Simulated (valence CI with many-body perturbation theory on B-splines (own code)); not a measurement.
# Ge XI: M1 decay

Level of theory: configuration interaction combined with many-body perturbation theory (CI+MBPT): four valence electrons over a frozen Dirac-Fock core [Ar], radial functions for each j: 7 s, 7 p, 8 d, 6 f, 4 g, 1 h, with the one-electron correlation potential Σ1, the two-electron term Σ2, the three-electron term Σ3, Breit, model QED; selected CI, second order for the rest, scaled by the run's own slope (own B-spline code, finite nucleus).

No measured levels were compared; by estimate terms of the open shell hold to 2 to 4 % of their energy, and close levels can change places. Excitations out of the core, of the other parity, are not computed and may begin above about 64.6 eV (a cautious bound); beyond it only levels of the ground parity were kept, without lifetimes.

Lines 1 to 50 of 120 in falling wavelength, among levels below 520750 cm⁻¹, chosen from the decays that carry over 1 % of a level's rate. Wavelengths and rates use the calculated energies, so an error of 2000 cm⁻¹ moves a line at 18480 Å by 37 % and its rate by three times that or more. S is in atomic units (e²a₀⁴ for E2 and M2, e²a₀⁶ for E3), for M1 in squared Bohr magnetons. Weak lines are less certain than strong ones. Lines between different terms over intervals too small for the method are left out, as are lines whose strength nearly cancels. Intervals below about 2000 cm⁻¹, as at the head of this list, are uncertain by tens of per cent.

Letters in brackets count levels of one name in rising energy.

```
λ vac (Å)         Upper         Lower  Type   A (s⁻¹)  S (a.u.)
1.151e+05      3d⁴ ⁵D_1      3d⁴ ⁵D_0    M1  3.50e-02  5.93e+00
    67130      3d⁴ ⁵D_2      3d⁴ ⁵D_1    M1  1.86e-01  1.04e+01
    62140      3d⁴ ³H_6      3d⁴ ³H_5    M1  8.55e-02  9.88e+00
    52810      3d⁴ ⁵D_3      3d⁴ ⁵D_2    M1  3.13e-01  1.20e+01
    48910      3d⁴ ³H_5      3d⁴ ³H_4    M1  2.05e-01  9.80e+00
    46390      3d⁴ ⁵D_4      3d⁴ ⁵D_3    M1  2.70e-01  8.99e+00
    20530  3d⁴ ³P_1 [a]  3d⁴ ³P_0 [a]    M1  2.02e+00  1.94e+00
    18480  3d⁴ ³F_3 [a]      3d⁴ ³H_4    M1  4.92e-01  8.05e-01
    16700      3d⁴ ³G_3  3d⁴ ³F_2 [a]    M1  1.58e+00  1.91e+00
    16200      3d⁴ ³G_4  3d⁴ ³F_4 [a]    M1  6.71e-01  9.53e-01
    15600      3d⁴ ³G_3  3d⁴ ³F_3 [a]    M1  1.97e+00  1.94e+00
    15300  3d⁴ ³F_4 [a]      3d⁴ ³H_4    M1  1.91e+00  2.29e+00
    15160  3d⁴ ³P_2 [a]  3d⁴ ³P_1 [a]    M1  3.94e+00  2.54e+00
    13700      3d⁴ ³G_4  3d⁴ ³F_3 [a]    M1  3.98e-01  3.42e-01
    13140      3d⁴ ³G_5  3d⁴ ³F_4 [a]    M1  1.89e+00  1.75e+00
     9529      3d⁴ ³G_5      3d⁴ ³H_6    M1  2.07e+00  7.30e-01
     9376      3d⁴ ³G_4      3d⁴ ³H_5    M1  3.86e-01  1.06e-01
     8458      3d⁴ ³G_3      3d⁴ ³H_4    M1  8.92e-01  1.40e-01
     8434  3d⁴ ¹G_4 [a]      3d⁴ ³G_5    M1  2.08e+00  4.17e-01
     8262      3d⁴ ³G_5      3d⁴ ³H_5    M1  2.56e+00  5.90e-01
     7868      3d⁴ ³G_4      3d⁴ ³H_4    M1  1.73e-01  2.80e-02
     7522  3d⁴ ¹G_4 [a]      3d⁴ ³G_4    M1  1.03e+00  1.46e-01
     7052  3d⁴ ¹G_4 [a]      3d⁴ ³G_3    M1  5.43e+00  6.36e-01
     6941      3d⁴ ³D_3  3d⁴ ³P_2 [a]    M1  1.72e+00  1.49e-01
     6627      3d⁴ ³D_2  3d⁴ ³P_2 [a]    M1  1.57e+00  8.48e-02
     6192      3d⁴ ³D_1  3d⁴ ³P_2 [a]    M1  2.00e+00  5.29e-02
     6109  3d⁴ ¹D_2 [a]      3d⁴ ³D_1    M1  3.94e+00  1.67e-01
     5791  3d⁴ ³F_4 [b]      3d⁴ ¹F_3    M1  3.36e+00  2.18e-01
     5737  3d⁴ ¹D_2 [a]      3d⁴ ³D_2    M1  1.16e+00  4.06e-02
     5572  3d⁴ ³F_2 [b]      3d⁴ ¹F_3    M1  6.91e+00  2.22e-01
     5521  3d⁴ ¹D_2 [a]      3d⁴ ³D_3    M1  5.46e+00  1.70e-01
     5513      3d⁴ ³D_3  3d⁴ ³F_3 [a]    M1  3.85e-01  1.67e-02
     5436      3d⁴ ³D_2  3d⁴ ³F_2 [a]    M1  1.42e+00  4.23e-02
     5313      3d⁴ ³D_2  3d⁴ ³F_3 [a]    M1  2.87e-01  7.99e-03
     5139      3d⁴ ³D_1  3d⁴ ³F_2 [a]    M1  9.95e-01  1.50e-02
     5137  3d⁴ ¹G_4 [a]  3d⁴ ³F_4 [a]    M1  1.78e+01  8.03e-01
     4909      3d⁴ ¹I_6      3d⁴ ³H_6    M1  6.43e+00  3.66e-01
     4856  3d⁴ ¹G_4 [a]  3d⁴ ³F_3 [a]    M1  2.44e+00  9.33e-02
     4612      3d⁴ ³D_2  3d⁴ ³P_1 [a]    M1  2.75e-01  5.01e-03
     4550      3d⁴ ¹I_6      3d⁴ ³H_5    M1  5.51e+00  2.50e-01
     4396      3d⁴ ³D_1  3d⁴ ³P_1 [a]    M1  6.50e+00  6.15e-02
     4174  3d⁴ ¹G_4 [a]      3d⁴ ³H_5    M1  8.36e+00  2.03e-01
     3948  3d⁴ ³P_2 [b]  3d⁴ ¹D_2 [a]    M1  5.99e+00  6.83e-02
     3845  3d⁴ ¹G_4 [a]      3d⁴ ³H_4    M1  4.54e+00  8.62e-02
     3676      3d⁴ ¹F_3      3d⁴ ³D_2    M1  3.20e+00  4.13e-02
     3621      3d⁴ ³D_1  3d⁴ ³P_0 [a]    M1  4.13e+00  2.18e-02
     3586      3d⁴ ¹F_3      3d⁴ ³D_3    M1  8.49e+00  1.02e-01
     3386  3d⁴ ¹S_0 [a]  3d⁴ ³P_1 [a]    M1  6.23e+01  8.96e-02
     3351  3d⁴ ¹D_2 [a]      3d⁴ ³G_3    M1  2.93e+00  2.05e-02
     3075  3d⁴ ¹D_2 [a]  3d⁴ ³P_2 [a]    M1  8.96e+00  4.83e-02
```
